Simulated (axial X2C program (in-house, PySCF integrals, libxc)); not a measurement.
## Potential curves of WO⁺, scalar-relativistic

Calculated with an in-house relativistic program for diatomic molecules. Spin-free means the one-electron spin-free X2C Hamiltonian. Basis: W dyall-cv3z [13s14p9d7f4g], O dyall-av3z [7s6p3d2f] (cores contracted in-house); Gaussian nuclei, density fitting, unrestricted open shells. Masses: W 183.951 u, O 15.995 u.

State: M_S = 3/2, Λ = 0 (beyond evenly filled blocks: σα, δ+α, δ-α). Energies in kJ/mol from the fragments at the same level (W+ + O). Fits are polynomials in 1 − R0/R over 0.85 to 1.23 times the lowest point R0.

```json
{"R (Å)": "1.5360", "PBE": "-733.90", "PBE0": "-645.68"}
{"R (Å)": "1.5850", "PBE": "-767.83", "PBE0": "-673.46"}
{"R (Å)": "1.6340", "PBE": "-780.79", "PBE0": "-680.41"}
{"R (Å)": "1.6912", "PBE": "-775.72", "PBE0": "-668.58"}
{"R (Å)": "1.7484", "PBE": "-754.66", "PBE0": "-641.27"}
{"R (Å)": "1.8219", "PBE": "-711.75", "PBE0": "-591.80"}
```

The state is a single determinant with fixed occupations, the lowest that a limited PBE0 search found. De is counted from the lowest determinant-based energies of the atoms at the same level, without counterpoise correction. The determinant is spin-polarised beyond a pure state at some levels (its spin-free form has ⟨S²⟩ too high), which makes Re and μ there less reliable.

**Question.** Fit the PBE curve near its minimum: give the equilibrium distance, the harmonic wavenumber and the well depth.

**Answer.** At PBE, spin-free: Re = 1.647 Å, ωe ≈ 1090 cm⁻¹, De = 8.10 eV to W+ + O; Be follows as 0.422 cm⁻¹.

**Question.** Fit the PBE0 curve near its minimum: give the equilibrium distance, the harmonic wavenumber and the well depth.

**Answer.** At PBE0, spin-free: Re = 1.629 Å, ωe ≈ 1150 cm⁻¹, De = 7.05 eV to W+ + O; Be follows as 0.432 cm⁻¹.
